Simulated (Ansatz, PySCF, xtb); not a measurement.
Noncovalent pair: CH5N (SMILES CN) (first 7 atoms) with CH4S (SMILES CS); geometry from B3LYP-D3(BJ)/def2-TZVP, rigid monomers moved along the line of their centres of mass till N2···H13 is 3.02 Å.
(charge 0, multiplicity 1):
| atom | x (Å) | y (Å) | z (Å) |
|---|---|---|---|
| C | 0.4179 | 0.3904 | 0.4630 |
| N | -0.3624 | -0.8173 | 0.7383 |
| H | 1.4249 | 0.2622 | 0.8616 |
| H | -0.0348 | 1.2331 | 0.9871 |
| H | 0.5030 | 0.6492 | -0.5993 |
| H | 0.0695 | -1.6356 | 0.3269 |
| H | -1.2953 | -0.7431 | 0.3505 |
| C | 1.1518 | 0.1384 | 5.1452 |
| S | -0.6557 | -0.0439 | 4.9914 |
| H | 1.5399 | 0.8565 | 4.4250 |
| H | 1.3487 | 0.5095 | 6.1495 |
| H | 1.6545 | -0.8191 | 5.0222 |
| H | -0.6491 | -0.5386 | 3.7302 |

Monomers are frozen at their geometry in the pair; levels with a basis set take the counterpoise correction.

Cores are frozen in the correlated methods.

Codes used: Ansatz (a quantum-chemistry and plane-wave program); PySCF for the dispersion terms; xtb for the GFN methods. Each number belongs to the level named beside it.

Predict the interaction energy from GFN-FF.

-7 kJ/mol
